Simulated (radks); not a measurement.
Excited configurations of Te29+: one electron is placed in a higher orbital outside [Ar] 3d4. The ground configuration is [Ar] 3d5. Calculated with a radial shooting solver on a logarithmic mesh with Libxc functionals: Dirac Kohn-Sham, BLYP, spin-unpolarised, spherical densities, finite nucleus; open shells are shared between the two j in proportion to 2j + 1; Fermi nuclear charge, rms radius 4.7423 fm. Excitation = E - E(ground); binding = E(ion) - E, where the ion is the core of charge +30; n* = 30/sqrt(2 binding) in atomic units. These energies are relativistic, and a one-electron ion of charge +30 with no core already has n* below n in this formula (Dirac formula, point nucleus, mean over j: 5s 4.979, 5d 4.994, 6p 5.987, 7s 6.978, 7p 6.986, 7d 6.993). The quantum defect is therefore taken as that value minus n*, so that it holds no relativistic shift of the bare ion. Eigenvalue and <r> are those of j = l + 1/2.

\begin{tabular}{lrrrrrr}
outer orbital & excitation (eV) & binding (eV) & n* & quantum defect & eigenvalue (eV) & <r> (bohr) \\ \hline
5s & 1093.2 & 617.27 & 4.454 & 0.525 & -607.49 & 0.9973 \\
5d & 1162.2 & 548.20 & 4.726 & 0.268 & -537.68 & 1.025 \\
6p & 1315.9 & 394.60 & 5.571 & 0.416 & -386.64 & 1.539 \\
7s & 1417.3 & 293.16 & 6.463 & 0.515 & -288.46 & 2.098 \\
7p & 1427.1 & 283.38 & 6.573 & 0.413 & -277.70 & 2.156 \\
7d & 1440.3 & 270.11 & 6.733 & 0.260 & -265.22 & 2.183 \\
\end{tabular}

The Delta-SCF ionisation energy is 1710.5 eV (NIST Atomic Spectra Database: 1707 eV, theoretical). Self-interaction in the functional shifts the binding energies and quantum defects, so they are the method's values and not measured ones. Spin polarisation and multiplet splitting are left out, so open shells lie too high by an amount that depends on their filling. Sharing an open shell by 2j + 1 raises it above the true ground level by a part of the spin-orbit splitting, which enters the differences from NIST.

Beside tabulated values, note that spin-unpolarised runs miss the spin-polarisation part of the exchange energy of open shells.
